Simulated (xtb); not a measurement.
C6H13O3 (SMILES [CH2]OCCOCCOC), doublet, geometry from GFN2-xTB; xtb with GFN1-xTB.

xtb was given this input:
```
$ xtb mol.xyz --gfn 1 --uhf 1 --acc 30 --json

# file mol.xyz
22

C      3.95458458     0.54005173    -0.81426712
O      3.29792334    -0.57265350    -0.38070668
C      1.89713087    -0.51733289    -0.42104482
C      1.34177247     0.39623132     0.69245898
O     -0.03291691     0.64742175     0.57505320
C     -0.86611075    -0.41172288     0.99382332
C     -2.31785136     0.00564987     0.78912803
O     -2.69696075    -0.29665777    -0.53153265
C     -3.98335874     0.16411432    -0.85195788
H      5.02065834     0.43022957    -0.80922714
H      3.46792314     1.18958572    -1.52169950
H      1.54282694    -0.13816912    -1.38924016
H      1.55389367    -1.54621178    -0.28827200
H      1.58253291    -0.03664954     1.67449105
H      1.83172198     1.37115222     0.60795202
H     -0.68199352    -0.63029977     2.05681713
H     -0.68348550    -1.31910175     0.40591165
H     -2.40591963     1.08491275     0.97854974
H     -2.96680410    -0.53149007     1.49921393
H     -4.04986877     1.25548999    -0.76307065
H     -4.17069644    -0.12835266    -1.88287971
H     -4.74215675    -0.28792824    -0.19990064
```

It wrote (shortened):

```
   ID    Z sym.   atoms
    1    6 C      1, 3, 4, 6, 7, 9
    2    8 O      2, 5, 8
    3    1 H      10-22

           -------------------------------------------------
          |                Calculation Setup                |
           -------------------------------------------------

           -------------------------------------------------
          |                 G F N 1 - x T B                 |
           -------------------------------------------------

          ...................................................
          :                      SETUP                      :
          :.................................................:
          :  # basis functions                  62          :
          :  # atomic orbitals                  62          :
          :  # shells                           44          :
          :  # electrons                        55          :
          :  # halogen bonds                     0          :
          :  max. iterations                   250          :
          :  Hamiltonian                  GFN1-xTB          :
          :  restarted?                      false          :
          :  GBSA solvation                  false          :
          :  PC potential                    false          :
          :  electronic temp.          300.0000000     K    :
          :  accuracy                   30.0000000          :
          :  -> integral cutoff          0.2000000E+02      :
          :  -> integral neglect         0.3000000E-06      :
          :  -> SCF convergence          0.3000000E-04 Eh   :
          :  -> wf. convergence          0.6000000E-03 e    :
          :  Broyden damping             0.4000000          :
          :  net charge                          0          :
          :  unpaired electrons                  1          :
          ...................................................

 iter      E             dE          RMSdq      gap      omega  full diag
   1    -33.9003450 -0.339003E+02  0.738E+00    4.30       0.0  T
   2    -33.9864613 -0.861163E-01  0.443E+00    4.56       1.0  T
   3    -33.9877444 -0.128312E-02  0.916E-01    4.87       1.0  T
   4    -33.9898182 -0.207376E-02  0.705E-02    4.82       1.0  T
   5    -33.9899033 -0.851165E-04  0.161E-02    4.79       1.3  T
   6    -33.9899059 -0.259349E-05  0.153E-03    4.78      14.0  T
   7    -33.9899059 -0.250407E-07  0.331E-04    4.78      64.5  T

   *** convergence criteria satisfied after 7 iterations ***

         :::::::::::::::::::::::::::::::::::::::::::::::::::::
         ::                     SUMMARY                     ::
         :::::::::::::::::::::::::::::::::::::::::::::::::::::
         :: total energy             -33.709232730015 Eh    ::
         :: gradient norm              0.018875078669 Eh/a0 ::
         :: HOMO-LUMO gap              4.781420091958 eV    ::
         ::.................................................::
         :: SCC energy               -33.989905945267 Eh    ::
         :: -> electrostatic           0.107697496495 Eh    ::
         :: repulsion energy           0.288281316390 Eh    ::
         :: dispersion energy         -0.007608101139 Eh    ::
         :: halogen bond corr.         0.000000000000 Eh    ::
         :: add. restraining           0.000000000000 Eh    ::
         :: total charge              -0.000000000000 e     ::
         :::::::::::::::::::::::::::::::::::::::::::::::::::::

           -------------------------------------------------
          |                Property Printout                |
           -------------------------------------------------

    * Orbital Energies and Occupations

         #    Occupation            Energy/Eh            Energy/eV
      -------------------------------------------------------------
         1        2.0000           -0.8017154             -21.8158
       ...           ...                  ...                  ...
        16        2.0000           -0.5650703             -15.3763
        17        2.0000           -0.5521123             -15.0237
        18        2.0000           -0.5507910             -14.9878
        19        2.0000           -0.5224414             -14.2164
        20        2.0000           -0.5171566             -14.0725
        21        2.0000           -0.5026692             -13.6783
        22        2.0000           -0.4950995             -13.4723
        23        2.0000           -0.4894184             -13.3178
        24        2.0000           -0.4828663             -13.1395
        25        2.0000           -0.4738397             -12.8938
        26        2.0000           -0.4453256             -12.1179
        27        2.0000           -0.4426554             -12.0453
        28        1.0000           -0.3154580              -8.5840 (HOMO)
        29                         -0.1397441              -3.8026 (LUMO)
        30                         -0.1251155              -3.4046
        31                         -0.1189105              -3.2357
        32                         -0.1188564              -3.2342
        33                         -0.1080790              -2.9410
        34                         -0.0959238              -2.6102
        35                         -0.0897229              -2.4415
        36                         -0.0789640              -2.1487
        37                         -0.0678637              -1.8467
        38                         -0.0638807              -1.7383
        39                         -0.0510959              -1.3904
       ...                                ...                  ...
        62                          0.4302847              11.7086
      -------------------------------------------------------------
                  HL-Gap            0.1757140 Eh            4.7814 eV
             Fermi-level           -0.3033289 Eh           -8.2540 eV

  Mulliken/CM5 charges         n(s)   n(p)   n(d)
     1C     0.09187  0.01504   1.002  2.907  0.000
     2O    -0.39391 -0.49316   1.686  4.708  0.000
     3C     0.17674  0.09790   0.999  2.824  0.000
     4C     0.18385  0.10553   0.998  2.819  0.000
     5O    -0.46255 -0.56515   1.683  4.780  0.000
     6C     0.19200  0.11368   0.993  2.815  0.000
     7C     0.19529  0.11735   0.993  2.812  0.000
     8O    -0.46079 -0.56835   1.682  4.779  0.000
     9C     0.17444  0.05301   0.968  2.858  0.000
    10H     0.02795  0.08976   0.972  0.000  0.000
    11H     0.01304  0.07381   0.987  0.000  0.000
    12H     0.03577  0.10073   0.964  0.000  0.000
    13H     0.03430  0.10003   0.966  0.000  0.000
    14H     0.01941  0.08353   0.981  0.000  0.000
    15H     0.03690  0.10422   0.963  0.000  0.000
    16H     0.01037  0.07285   0.990  0.000  0.000
    17H     0.02818  0.09525   0.972  0.000  0.000
    18H     0.02916  0.09561   0.971  0.000  0.000
    19H     0.00798  0.07020   0.992  0.000  0.000
    20H     0.01504  0.07378   0.985  0.000  0.000
    21H     0.03494  0.09577   0.965  0.000  0.000
    22H     0.01003  0.06864   0.990  0.000  0.000

Wiberg/Mayer (AO) data.
largest (>0.10) Wiberg bond orders for each atom

 ---------------------------------------------------------------------------
     #   Z sym  total        # sym  WBO       # sym  WBO       # sym  WBO
 ---------------------------------------------------------------------------
     1   6 C    3.207 --     2 O    1.174    10 H    0.985    11 H    0.983
     2   8 O    2.190 --     1 C    1.174     3 C    0.945
     3   6 C    3.909 --    13 H    0.973    12 H    0.969     4 C    0.966
                             2 O    0.945
     4   6 C    3.919 --    14 H    0.971    15 H    0.970     3 C    0.966
                             5 O    0.955
     5   8 O    2.021 --     4 C    0.955     6 C    0.943
     6   6 C    3.923 --     7 C    0.993    16 H    0.972    17 H    0.971
                             5 O    0.943
     7   6 C    3.927 --     6 C    0.993    19 H    0.972    18 H    0.970
                             8 O    0.951
     8   8 O    2.012 --     9 C    0.954     7 C    0.951
     9   6 C    3.921 --    21 H    0.983    22 H    0.981    20 H    0.980
                             8 O    0.954
    10   1 H    1.016 --     1 C    0.985
    11   1 H    1.006 --     1 C    0.983
    12   1 H    1.009 --     3 C    0.969
    13   1 H    1.018 --     3 C    0.973
    14   1 H    1.009 --     4 C    0.971
    15   1 H    1.023 --     4 C    0.970
    16   1 H    1.012 --     6 C    0.972
    17   1 H    1.015 --     6 C    0.971
    18   1 H    1.013 --     7 C    0.970
    19   1 H    1.013 --     7 C    0.972
    20   1 H    1.011 --     9 C    0.980
    21   1 H    1.017 --     9 C    0.983
    22   1 H    1.010 --     9 C    0.981
 ---------------------------------------------------------------------------

Topologies differ in total number of bonds
Writing topology from bond orders to xtbtopo.mol

 dipole moment from electron density (au)
     X       Y       Z
  -0.8474   0.0340   0.5002  total (Debye):    2.503

           -------------------------------------------------
          | TOTAL ENERGY              -33.709232730015 Eh   |
          | GRADIENT NORM               0.018875078669 Eh/α |
          | HOMO-LUMO GAP               4.781420091958 eV   |
           -------------------------------------------------

normal termination of xtb
```
